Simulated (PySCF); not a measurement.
Compound: C₇H₇NO.
Bonds: C1–C2, C2–O3 (double), C2–C4, C4–C5 (aromatic), C5–C6 (aromatic), C6–C7 (aromatic), C7–C8 (aromatic), C8–N9 (aromatic), C4–N9 (aromatic). Hydrogens: H10, H11, H12 on C1; H13 on C5; H14 on C6; H15 on C7; H16 on C8.

Structure optimised with GFN2-xTB, isolated species.

Task: What internal coordinates does the optimisation give?

Result: 
| bond | length (bohr) | order |
| --- | --- | --- |
| C1–C2 | 2.835 | single |
| C2=O3 | 2.286 | double |
| C2–C4 | 2.825 | single |
| C4–C5 | 2.634 | aromatic |
| C5–C6 | 2.617 | aromatic |
| C6–C7 | 2.619 | aromatic |
| C7–C8 | 2.627 | aromatic |
| C8–N9 | 2.489 | aromatic |
| C4–N9 | 2.515 | aromatic |
| C1–H10, C1–H11, C1–H12 | 2.054 | single |
| C5–H13 | 2.039 | single |
| C6–H14 | 2.042 | single |
| C7–H15 | 2.039 | single |
| C8–H16 | 2.046 | single |

Bonds in one row agree within 0.02 bohr and their mean is given. Orders are formal, as drawn. A selection of angles:
| angle | degrees |
| --- | --- |
| C1–C2–O3 | 123.8 |
| C1–C2–C4 | 114.9 |
| O3–C2–C4 | 121.3 |
| C2–C4–C5 | 119.9 |
| C2–C4–N9 | 117.5 |
| C5–C4–N9 | 122.6 |
| C4–C5–C6 | 118.6 |
| C5–C6–C7 | 118.6 |
| C6–C7–C8 | 118.3 |
| C7–C8–N9 | 123.5 |
| C4–N9–C8 | 118.4 |

Torsions: C1–C2–C4–C5 180° (antiperiplanar).

The C–C distances run from 1.385 Å (C5–C6, aromatic) to 1.500 Å (C1–C2, drawn single), a spread of 0.115 Å. The 6-membered ring C4–C5–C6–C7–C8–N9 has internal angles of 118.3° to 123.5° (sum 720°, against 720° for a flat polygon); it is planar, 0.00 Å rms from its mean plane, widest ring torsion 0°. The 9 heavy atoms lie in one plane (0.001 Å rms). Of the pairs four or more bonds apart, O3···H13 is among the closest relative to their van der Waals radii: 2.52 Å, 92 % of the sum of Bondi's values.

Point group: Cs (tolerance 0.08 Å). No GFN2-xTB frequencies stand behind this structure, so it isn't proved a minimum. The numbers are those of one conformer.

These are computed values.
